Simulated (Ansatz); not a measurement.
`[OH][Mo]([OH])([OH])(=[S])[Cl]` and `[OH][W]([OH])([OH])(=[S])[Cl]` differ in one element.

Ansatz, PBE0-D4/def2-TZVP geometries, multiplicity 1. Each molecule was computed in one conformer, which needn't be the lowest.

Elements past krypton have def2 core potentials.

| property | `[OH][Mo]([OH])([OH])(=[S])[Cl]` |
| --- | --- |
| HOMO–LUMO gap (ωB97M-V/def2-TZVPP) / eV | 8.77 |
| HOMO energy (PBE/def2-TZVPP) / eV | -6.85 |
| size of the dipole moment (PBE/def2-TZVPP) / D | 1.72 |
| HOMO–LUMO gap (PBE0/def2-TZVPP) / eV | 4.67 |
| HOMO energy (B3LYP/def2-TZVPP) / eV | -7.93 |
| zero-point energy (PBE0-D4/def2-TZVP) / kJ/mol | 114.5 |

**Question.** What does the change do to each property? (Best estimate.)

**Answer.** The calculation gave: 
| property | `[OH][W]([OH])([OH])(=[S])[Cl]` | shift |
| --- | --- | --- |
| HOMO–LUMO gap (ωB97M-V/def2-TZVPP) / eV | 9.27 | 0.50 |
| HOMO energy (PBE/def2-TZVPP) / eV | -6.75 | 0.10 |
| size of the dipole moment (PBE/def2-TZVPP) / D | 1.61 | -0.11 |
| HOMO–LUMO gap (PBE0/def2-TZVPP) / eV | 5.16 | 0.49 |
| HOMO energy (B3LYP/def2-TZVPP) / eV | -7.80 | 0.13 |
| zero-point energy (PBE0-D4/def2-TZVP) / kJ/mol | 113.7 | -0.8 |

With PBE0 the HOMO rises by 0.13 eV and the LUMO rises by 0.62 eV, so the gap widens by about 0.49 eV. PBE moves the HOMO by 0.10 eV and ωB97M-V by 0.15 eV. Dipoles are sizes alone; their direction can turn.

B3LYP here is the variant with VWN-RPA as its local correlation; programs differ in this.
